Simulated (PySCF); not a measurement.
CH6FNSi, SMILES F[SiH](C)N.

The structure is a stationary point at B3LYP-D3(BJ)/def2-SVP. The values are those of a single conformer.

The numbers are results of B3LYP-D3(BJ)/def2-SVP run with PySCF 2.14.0, not measurements.

Frequencies are harmonic and unscaled.

Computed vibrational spectrum:
```json
[
 {"mode": "1", "ν (cm⁻¹)": "141", "IR (km/mol)": "0.1", "Raman (Å⁴/amu)": "0.0", "depolarisation": "–", "moving atoms (share of kinetic energy)": "H 96 %"},
 {"mode": "2", "ν (cm⁻¹)": "201", "IR (km/mol)": "5.3", "Raman (Å⁴/amu)": "1.6", "depolarisation": "0.75", "moving atoms (share of kinetic energy)": "H 52 %, C 18 %, N 13 %, F 10 %"},
 {"mode": "3", "ν (cm⁻¹)": "254", "IR (km/mol)": "12.3", "Raman (Å⁴/amu)": "1.2", "depolarisation": "0.75", "moving atoms (share of kinetic energy)": "F 34 %, H 32 %, Si 15 %, C 14 %"},
 {"mode": "4", "ν (cm⁻¹)": "290", "IR (km/mol)": "13.4", "Raman (Å⁴/amu)": "2.0", "depolarisation": "0.75", "moving atoms (share of kinetic energy)": "H 64 %, N 12 %, F 11 %, Si 9 %"},
 {"mode": "5", "ν (cm⁻¹)": "318", "IR (km/mol)": "34.4", "Raman (Å⁴/amu)": "1.9", "depolarisation": "0.75", "moving atoms (share of kinetic energy)": "H 46 %, Si 26 %, F 15 %, N 10 %"},
 {"mode": "6", "ν (cm⁻¹)": "417", "IR (km/mol)": "180.8", "Raman (Å⁴/amu)": "0.7", "depolarisation": "0.18", "moving atoms (share of kinetic energy)": "H 58 %, N 35 %"},
 {"mode": "7", "ν (cm⁻¹)": "633", "IR (km/mol)": "14.3", "Raman (Å⁴/amu)": "4.9", "depolarisation": "0.52", "moving atoms (share of kinetic energy)": "H 89 %, C 9 %"},
 {"mode": "8", "ν (cm⁻¹)": "683", "IR (km/mol)": "9.2", "Raman (Å⁴/amu)": "10.4", "depolarisation": "0.09", "moving atoms (share of kinetic energy)": "C 40 %, H 32 %, Si 14 %"},
 {"mode": "9", "ν (cm⁻¹)": "775", "IR (km/mol)": "10.7", "Raman (Å⁴/amu)": "2.1", "depolarisation": "0.64", "moving atoms (share of kinetic energy)": "H 69 %, C 20 %"},
 {"mode": "10", "ν (cm⁻¹)": "817", "IR (km/mol)": "23.8", "Raman (Å⁴/amu)": "5.7", "depolarisation": "0.62", "moving atoms (share of kinetic energy)": "H 32 %, F 26 %, N 19 %, Si 17 %"},
 {"mode": "11", "ν (cm⁻¹)": "846", "IR (km/mol)": "47.1", "Raman (Å⁴/amu)": "3.2", "depolarisation": "0.65", "moving atoms (share of kinetic energy)": "H 58 %, F 15 %, Si 13 %, C 8 %"},
 {"mode": "12", "ν (cm⁻¹)": "893", "IR (km/mol)": "37.8", "Raman (Å⁴/amu)": "7.3", "depolarisation": "0.62", "moving atoms (share of kinetic energy)": "H 59 %, N 22 %, Si 13 %"},
 {"mode": "13", "ν (cm⁻¹)": "919", "IR (km/mol)": "216.8", "Raman (Å⁴/amu)": "4.2", "depolarisation": "0.72", "moving atoms (share of kinetic energy)": "H 64 %, Si 23 %"},
 {"mode": "14", "ν (cm⁻¹)": "954", "IR (km/mol)": "257.2", "Raman (Å⁴/amu)": "3.0", "depolarisation": "0.60", "moving atoms (share of kinetic energy)": "H 43 %, Si 37 %, N 9 %"},
 {"mode": "15", "ν (cm⁻¹)": "1280", "IR (km/mol)": "35.5", "Raman (Å⁴/amu)": "0.9", "depolarisation": "0.48", "moving atoms (share of kinetic energy)": "H 77 %, C 22 %"},
 {"mode": "16", "ν (cm⁻¹)": "1432", "IR (km/mol)": "2.4", "Raman (Å⁴/amu)": "12.1", "depolarisation": "0.75", "moving atoms (share of kinetic energy)": "H 96 %"},
 {"mode": "17", "ν (cm⁻¹)": "1435", "IR (km/mol)": "4.0", "Raman (Å⁴/amu)": "14.0", "depolarisation": "0.75", "moving atoms (share of kinetic energy)": "H 96 %"},
 {"mode": "18", "ν (cm⁻¹)": "1546", "IR (km/mol)": "51.9", "Raman (Å⁴/amu)": "6.6", "depolarisation": "0.69", "moving atoms (share of kinetic energy)": "H 89 %, N 11 %"},
 {"mode": "19", "ν (cm⁻¹)": "2258", "IR (km/mol)": "148.5", "Raman (Å⁴/amu)": "116.1", "depolarisation": "0.21", "moving atoms (share of kinetic energy)": "H 97 %"},
 {"mode": "20", "ν (cm⁻¹)": "3033", "IR (km/mol)": "1.4", "Raman (Å⁴/amu)": "128.3", "depolarisation": "0.01", "moving atoms (share of kinetic energy)": "H 97 %"},
 {"mode": "21", "ν (cm⁻¹)": "3120", "IR (km/mol)": "5.7", "Raman (Å⁴/amu)": "78.5", "depolarisation": "0.74", "moving atoms (share of kinetic energy)": "H 91 %, C 9 %"},
 {"mode": "22", "ν (cm⁻¹)": "3132", "IR (km/mol)": "4.9", "Raman (Å⁴/amu)": "77.3", "depolarisation": "0.75", "moving atoms (share of kinetic energy)": "H 91 %, C 9 %"},
 {"mode": "23", "ν (cm⁻¹)": "3569", "IR (km/mol)": "25.1", "Raman (Å⁴/amu)": "129.8", "depolarisation": "0.12", "moving atoms (share of kinetic energy)": "H 96 %"},
 {"mode": "24", "ν (cm⁻¹)": "3660", "IR (km/mol)": "28.2", "Raman (Å⁴/amu)": "81.6", "depolarisation": "0.74", "moving atoms (share of kinetic energy)": "H 91 %, N 9 %"}
]
```
